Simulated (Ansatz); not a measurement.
`[F][Ga]` + HBr → `[Ga][Br]` + H–F at 298.15 K and 1 bar (ligand exchange at a Ga–F bond).

Gas-phase electronic energies from Ansatz, PBE0-D4/def2-TZVP geometries. CBS: MP2 limit from def2 TZ/QZ plus the TZ coupled-cluster correction, frozen cores. This one scheme is used for every species. For Br, Ga outer-core shells are correlated without core-valence functions, which leaves a few kJ/mol of doubt a bond. Scalar relativity is left out up to krypton.

```
   species  CCSD(T)/CBS energy (Eh)  H − E (kJ/mol)  S (J/(mol·K))
 `[F][Ga]`              -2023.78416            12.8          227.9
       HBr              -2573.91920            24.6          198.6
`[Ga][Br]`              -4497.32085            11.5          251.8
       H–F               -100.39570            33.5          173.6
```

H − E and S are ideal-gas, rigid-rotor, harmonic terms from PBE0-D4/def2-TZVP. 1 Eh = 2625.50 kJ/mol, R = 8.31446 J/(mol·K).

Q: By hand: ΔE, ΔH, ΔS and ΔG.

A: ΔE = (-4497.32085) + (-100.39570) − (-2023.78416) − (-2573.91920) = -0.01319 Eh = -34.6 kJ/mol. Δ(H − E) = 11.5 + 33.5 − 12.8 − 24.6 = 7.6, so ΔH = -27.0 kJ/mol. ΔS = 251.8 + 173.6 − 227.9 − 198.6 = -1.1 J/(mol·K). ΔG = -27.0 − 298.15 × (-1.1)/1000 = -26.7 kJ/mol.

Q: By hand: the equilibrium constant, and the temperature at which ΔG would vanish if ΔH and ΔS stayed fixed.

A: log₁₀ K = −ΔG/(RT ln 10) = 4.7. ΔG = 0 at ΔH/ΔS = 24545 K, far beyond where these terms or the molecules hold.

The number of gas molecules stays the same, so ΔS is small and ΔH decides. A doubt of 5 kJ/mol in ΔE shifts log₁₀ K by 0.9 here. These are equilibria of isolated gas molecules and say nothing of rates. Largest T1 diagnostic: 0.016 (customary marks: 0.02 for closed shells, 0.045 for open ones).
